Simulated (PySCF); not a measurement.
Curvature of the energy in the electron number along the 3d series, charge +2

Calculated with PySCF 2.14, in def2-SVP, non-relativistic: one orbital is emptied in steps, and each cell gives the departure of E from the straight line at half an electron, in eV (from a cubic fit). The exact functional gives zero.

```csv
species,orbital,LDA,PBE,r2SCAN,PBE0,BHandHLYP,LC-wPBE,wB97X,UHF
Sc²⁺,3d alpha,-1.89,-1.85,-1.73,-1.37,-0.89,-0.65,-0.73,0.08
Ti²⁺,3d alpha,-1.99,-1.95,-1.86,-1.42,-0.89,-0.72,-0.79,0.19
V²⁺,3d alpha,-2.08,-2.03,-1.90,-1.45,-0.88,-0.76,-0.82,0.29
Cr²⁺,3d alpha,-2.20,-2.14,-1.99,-1.53,-0.91,-0.85,-0.91,0.34
Mn²⁺,3d alpha,-2.27,-2.22,-2.08,-1.55,-0.87,-0.90,-0.90,0.48
Fe²⁺,3d beta,-2.17,-2.12,-1.92,-1.43,-0.79,-0.80,-0.79,0.56
Co²⁺,3d beta,-2.29,-2.23,-2.08,-1.50,-0.79,-0.90,-0.86,0.66
Ni²⁺,3d beta,-2.38,-2.32,-2.12,-1.54,-0.78,-0.96,-0.90,0.75
Cu²⁺,3d beta,-2.45,-2.38,-2.16,-1.57,-0.77,-1.01,-0.94,0.84
Zn²⁺,3d beta,-2.59,-2.52,-2.32,-1.65,-0.79,-1.13,-1.03,0.94
```

**Question.** How does the mean departure depend on the functional?

**Answer.** LDA -2.23 eV; PBE -2.18 eV; r2SCAN -2.02 eV; PBE0 -1.50 eV; BHandHLYP -0.84 eV; LC-wPBE -0.87 eV; wB97X -0.87 eV; UHF 0.51 eV. Semilocal functionals are convex (delocalisation error), Hartree-Fock is concave or straight, and exact exchange removes curvature roughly in proportion to its share, so among the functionals the range-separated hybrids usually come closest to zero.
